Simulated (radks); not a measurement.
Results of a calculation; reference values are marked as such.
Question: Species: Ar3+. Configuration: [Ne] 3s2 3p3. Level of theory: scalar-relativistic Kohn-Sham, PBE, spin-polarised, spherical densities, finite nucleus; open shells are filled with parallel spins first; Fermi nuclear charge, rms radius 3.4274 fm (a radial shooting solver on a logarithmic mesh with Libxc functionals). Some entries of the table are withheld. Estimate them.

orbital  occ.  eigenvalue (hartree)  <1/r> (bohr^-1)  r(max) (bohr)
1s up       1             -116.4997            17.69        0.05606
1s down     1             -116.4721            17.70        0.05606
2s up       1             -12.68132            3.559         0.3382
2s down     1             -12.65581            3.558         0.3384
2p up       3                   (1)            3.461         0.2803
2p down     3                   (2)            3.459         0.2807
3s up       1              -2.47500            1.079          1.132
3s down     1              -2.30108            1.076          1.129
3p up       3              -1.89680              (3)            (4)
3p down     0              -1.72999              (5)            (6)

Answer: 
(1) 2p up eigenvalue (hartree): -10.22764
(2) 2p down eigenvalue (hartree): -10.19154
(3) 3p up <1/r> (bohr^-1): 0.9771
(4) 3p up r(max) (bohr): 1.196
(5) 3p down <1/r> (bohr^-1): 0.9662
(6) 3p down r(max) (bohr): 1.197
